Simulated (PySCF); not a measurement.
Excitation energy of As by level of theory

As [Ar] 3d10 4s2 4p3 (4S) → As [Ar] 3d10 4s2 4p2 5s1, s spin flipped, as a difference of total energies. All numbers are calculated (PySCF 2.14, a scalar-relativistic core potential, in aug-cc-pVQZ-PP with one added diffuse shell each of s, p, d, f, g type with ECP10MDF (8s7p6d4f3g, 114 functions)). Correlated levels: valence: 3s2 3p6 3d10 frozen. The calculations carry no spin-orbit coupling.

```csv
method,excitation energy (eV)
UHF,6.336
LDA,6.426
PBE,6.381
PBE0,6.504
r2SCAN,6.660
BLYP,6.133
M06,6.072
PBEsol,6.432
MP2 (valence),6.655
SCS-MP2 (valence),6.503
```

Question: How much does correlation contribute at MP2 (valence)?

Answer: 6.655 − (6.336) = 0.319 eV, measured against UHF.

The upper determinant mixes two multiplicities, so it lies between the two terms.

The promoted electron is Rydberg-like, and one or two diffuse shells describe it only roughly, which tends to raise the upper state.
